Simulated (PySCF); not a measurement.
Input file for PySCF: R-M06-2X/def2-TZVPP on GaH6N3 (SMILES [NH2][Ga]([NH2])[NH2]), a point of a torsion scan.

```python
from pyscf import gto, dft

mol = gto.M(
    atom='''
    N    -0.66245666    1.69248935   -0.31076731
    Ga   -0.09199926   -0.03089818   -0.06176419
    N     1.68236425   -0.38062159    0.17171045
    N    -1.23838171   -1.41141145   -0.38656650
    H    -1.58686337    1.96599081    0.00198092
    H    -0.01679897    2.44368614   -0.09327763
    H     2.01215171   -1.31297764    0.38504645
    H     2.32108651    0.29984564    0.56252024
    H    -2.23809180   -1.25588467   -0.41921198
    H    -1.05590369   -2.34626559   -0.04431701
    ''',
    basis='def2-tzvpp',
    charge=0, spin=0, verbose=4, max_memory=1800)
mf = dft.RKS(mol, xc='m062x').density_fit(auxbasis='def2-universal-jkfit')
mf.grids.level = 4
mf.conv_tol = 1e-9
mf.max_cycle = 150
mf.kernel()
mf.dip_moment()
```

Program output:

```
PySCF version 2.14.0

[INPUT] verbose = 4
[INPUT] num. atoms = 10
[INPUT] num. electrons = 58
[INPUT] charge = 0
[INPUT] spin (= nelec alpha-beta = 2S) = 0
[INPUT] symmetry False subgroup None
[INPUT] Mole.unit = angstrom
[INPUT] Symbol           X                Y                Z      unit          X                Y                Z       unit  Magmom
[INPUT]  1 N     -0.662456660000   1.692489350000  -0.310767310000 AA   -1.251861656794   3.198341340243  -0.587265104368 Bohr   0.0
[INPUT]  2 Ga    -0.091999260000  -0.030898180000  -0.061764190000 AA   -0.173853405063  -0.058389097948  -0.116717403406 Bohr   0.0
[INPUT]  3 N      1.682364250000  -0.380621590000   0.171710450000 AA    3.179207674259  -0.719270562196   0.324485723226 Bohr   0.0
[INPUT]  4 N     -1.238381710000  -1.411411450000  -0.386566500000 AA   -2.340202269571  -2.667181089575  -0.730504813932 Bohr   0.0
[INPUT]  5 H     -1.586863370000   1.965990810000   0.001980920000 AA   -2.998737166404   3.715184194312   0.003743396275 Bohr   0.0
[INPUT]  6 H     -0.016798970000   2.443686140000  -0.093277630000 AA   -0.031745452475   4.617897538996  -0.176269174249 Bohr   0.0
[INPUT]  7 H      2.012151710000  -1.312977640000   0.385046450000 AA    3.802415652975  -2.481168147278   0.727632335736 Bohr   0.0
[INPUT]  8 H      2.321086510000   0.299845640000   0.562520240000 AA    4.386217815323   0.566626139245   1.063009193125 Bohr   0.0
[INPUT]  9 H     -2.238091800000  -1.255884670000  -0.419211980000 AA   -4.229380543635  -2.373278070340  -0.792195830337 Bohr   0.0
[INPUT] 10 H     -1.055903690000  -2.346265590000  -0.044317010000 AA   -1.995368788018  -4.433799380591  -0.083747011560 Bohr   0.0

nuclear repulsion = 289.171737572088
number of shells = 85
number of NR pGTOs = 334
number of NR cGTOs = 225
basis = def2-tzvpp
ecp = {}


******** <class 'pyscf.df.df_jk.DFRKS'> ********
method = DFRKS
initial guess = minao
damping factor = 0
level_shift factor = 0
DIIS = <class 'pyscf.scf.diis.CDIIS'>
diis_start_cycle = 1
diis_space = 8
diis_damp = 0
SCF conv_tol = 1e-09
SCF conv_tol_grad = None
SCF max_cycles = 150
direct_scf = False
XC library pyscf.dft.libxc version 7.1.2
    S. Lehtola, C. Steigemann, M. J. T. Oliveira, and M. A. L. Marques,  SoftwareX 7, 1–5 (2018)
XC functionals = m062x
    Y. Zhao and D. G. Truhlar,  Theor. Chem. Acc. 120, 215 (2008)
    Y. Zhao and D. G. Truhlar,  Theor. Chem. Acc. 120, 215 (2008)
radial grids:
    Treutler-Ahlrichs [JCP 102, 346 (1995); DOI:10.1063/1.469408] (M4) radial grids

becke partition: Becke, JCP 88, 2547 (1988); DOI:10.1063/1.454033
pruning grids: <function nwchem_prune>
grids dens level: 4
symmetrized grids: False
atomic radii adjust function: <function treutler_atomic_radii_adjust>
small_rho_cutoff = 0
Set gradient conv threshold to 3.16228e-05
Initial guess from minao.
tot grids = 208256
******** <class 'pyscf.df.df.DF'> ********
auxbasis = def2-universal-jkfit
init E= -2092.37229710853
  HOMO = -0.305724184890763  LUMO = -0.0408282623037692  gap/eV = 7.20819
cycle= 1 E= -2092.69341607423  delta_E= -0.321  |g|= 0.723  |ddm|= 2.31
  HOMO = -0.225537771248388  LUMO = 0.0399212308491173  gap/eV = 7.22351
cycle= 2 E= -2092.66564291514  delta_E= 0.0278  |g|= 0.868  |ddm|= 0.828
  HOMO = -0.301790447650484  LUMO = 0.0257109871829471  gap/eV = 8.91177
cycle= 3 E= -2092.78803034597  delta_E= -0.122  |g|= 0.027  |ddm|= 0.429
  HOMO = -0.302569189950778  LUMO = 0.0253361185135361  gap/eV = 8.92276
cycle= 4 E= -2092.78823563829  delta_E= -0.000205  |g|= 0.00959  |ddm|= 0.0322
  HOMO = -0.302353149675772  LUMO = 0.0255461875981808  gap/eV = 8.92260
cycle= 5 E= -2092.78826019982  delta_E= -2.46e-05  |g|= 0.00247  |ddm|= 0.0106
  HOMO = -0.302298962716747  LUMO = 0.02551488915487  gap/eV = 8.92027
cycle= 6 E= -2092.78826172442  delta_E= -1.52e-06  |g|= 0.00146  |ddm|= 0.00283
  HOMO = -0.302260662692968  LUMO = 0.0254904418054949  gap/eV = 8.91856
cycle= 7 E= -2092.78826211309  delta_E= -3.89e-07  |g|= 0.000281  |ddm|= 0.000922
  HOMO = -0.302272048541604  LUMO = 0.0254952337521459  gap/eV = 8.91900
cycle= 8 E= -2092.78826213404  delta_E= -2.09e-08  |g|= 0.000104  |ddm|= 0.000259
  HOMO = -0.302260332999428  LUMO = 0.0254949438279581  gap/eV = 8.91868
cycle= 9 E= -2092.78826213588  delta_E= -1.84e-09  |g|= 3.16e-05  |ddm|= 7.58e-05
  HOMO = -0.302264759874182  LUMO = 0.0254926573355689  gap/eV = 8.91873
cycle= 10 E= -2092.78826213608  delta_E= -2.01e-10  |g|= 4.94e-06  |ddm|= 2.83e-05
  HOMO = -0.302263998840394  LUMO = 0.0254932031719122  gap/eV = 8.91873
Extra cycle  E= -2092.78826213608  delta_E= -1.36e-12  |g|= 3.68e-06  |ddm|= 7.2e-06
converged SCF energy = -2092.78826213608
Dipole moment(X, Y, Z, Debye): -0.22286, -0.03768,  2.17617
```

The run converged.

Cost: roughly 40 core-seconds.
